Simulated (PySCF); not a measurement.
A calculated (B97-3, PySCF 2.14, ANO-RCC-VTZP, the spin-free X2C one-electron Hamiltonian (Gaussian nucleus)) atom or ion has these occupied shells.

```
shell  electrons  orbital energy (eV)  rms radius, mean of both spins (bohr)
 1s α          1             -45037.8                                 0.0264
 1s β          1             -45037.8                                 0.0264
 2s α          1              -7360.9                                  0.107
 2s β          1              -7360.8                                  0.107
 2p α          3              -6581.9                                 0.0959
 2p β          3              -6581.8                                 0.0959
 3s α          1              -1623.9                                  0.278
 3s β          1              -1622.2                                  0.278
 3p α          3              -1377.0                                  0.278
 3p β          3              -1375.2                                  0.278
 3d α          5              -1034.0                                  0.256
 3d β          5              -1032.4                                  0.256
 4s α          1              -334.88                                  0.630
 4s β          1              -330.41                                  0.630
 4p α          3              -252.97                                  0.669
 4p β          3              -248.27                                  0.669
 4d α          5              -135.70                                  0.743
 4d β          5              -130.25                                  0.743
 5s α          1              -51.731                                   1.54
 5s β          1              -49.210                                   1.54
 5p α          3              -31.152                                   1.81
 5p β          3              -29.303                                   1.81
 4f α          5              -11.810                                   1.17
 6s α          1               -9.021                                   4.25
```

(1) Name the element and its charge.

Answers

(1) Pm⁺ (promethium, charge +1), in [Xe] 4f5 6s1, one real determinant.
